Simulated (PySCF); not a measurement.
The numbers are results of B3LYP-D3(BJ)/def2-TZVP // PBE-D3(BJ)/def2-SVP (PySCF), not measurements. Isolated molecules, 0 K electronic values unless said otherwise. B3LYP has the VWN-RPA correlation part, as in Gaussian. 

Reference species: [Cu(NH3)4]2+ (charge +2, multiplicity 2).

| Property | Value |
|---|---|
| coordination number | 4 |
| highest occupied spin orbital | -16.48 eV |
| spin population on the central atom (Mulliken) | 0.59 |
| charge on the central atom (Mulliken) | 0.38 e |

Changed species: [Co(NH3)4]2+ (excited doublet) (M = Co, multiplicity 2; the reference has M = Cu, multiplicity 2).

**Question.** What does the change do to the coordination number, highest occupied spin orbital, spin population on the central atom (Mulliken) and charge on the central atom (Mulliken)?

**Answer.** the coordination number hardly moves; the highest occupied spin orbital rises by 0.22 eV, to -16.26 eV; the spin population on the central atom (Mulliken) rises by 0.47, to 1.06; the charge on the central atom (Mulliken) rises by 0.17 e, to 0.55 e.
